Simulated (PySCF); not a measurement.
C4H9FSi, SMILES CC[SiH2]/C=C\F. Atoms are numbered in the order given.

```xyz
15

C     -3.1945     0.0786    -0.1287
C     -1.8716    -0.5024    -0.6190
Si    -0.3482     0.2324     0.2128
C      1.1914    -0.5760    -0.4896
C      2.4280    -0.2670    -0.1107
F      2.6726     0.6591     0.8157
H     -3.2487     1.1650    -0.3031
H     -4.0565    -0.3781    -0.6399
H     -3.3318    -0.0836     0.9523
H     -1.7629    -0.3543    -1.7079
H     -1.8455    -1.5950    -0.4604
H     -0.4177     0.0118     1.6923
H     -0.3043     1.7116    -0.0165
H      1.1127    -1.3520    -1.2580
H      3.3551    -0.7102    -0.4912
```

Geometry: PBE0-D3(BJ)/def2-SVP. The structure was generated by enumeration; whether it is a known compound was not checked. The values are those of a single conformer.

Method: PySCF with PBE/pcSseg-1.

GIAO shieldings, no solvent; atoms alike by connectivity are averaged. δ = σ(ref) − σ: ¹³C against TMS (σ = 182.0 ppm); ²⁹Si against TMS (σ = 335.4 ppm); ¹⁹F against CFCl3 (σ = 133.6 ppm); ¹H against TMS (σ = 31.49 ppm), references at their B3LYP-D3(BJ)/def2-TZVP geometries, non-relativistic.

Computed chemical shifts:
```json
[
 {"nucleus": "¹³C", "atoms": "C5", "count": "1", "δ (ppm)": "169.6"},
 {"nucleus": "¹³C", "atoms": "C4", "count": "1", "δ (ppm)": "102.9"},
 {"nucleus": "¹³C", "atoms": "C1", "count": "1", "δ (ppm)": "13.2"},
 {"nucleus": "¹³C", "atoms": "C2", "count": "1", "δ (ppm)": "8.1"},
 {"nucleus": "²⁹Si", "atoms": "Si3", "count": "1", "δ (ppm)": "-50.1"},
 {"nucleus": "¹⁹F", "atoms": "F6", "count": "1", "δ (ppm)": "-92.7"},
 {"nucleus": "¹H", "atoms": "H15", "count": "1", "δ (ppm)": "7.35"},
 {"nucleus": "¹H", "atoms": "H12, H13", "count": "2", "δ (ppm)": "4.84"},
 {"nucleus": "¹H", "atoms": "H14", "count": "1", "δ (ppm)": "4.77"},
 {"nucleus": "¹H", "atoms": "H7, H8, H9", "count": "3", "δ (ppm)": "1.42"},
 {"nucleus": "¹H", "atoms": "H10, H11", "count": "2", "δ (ppm)": "1.06"}
]
```
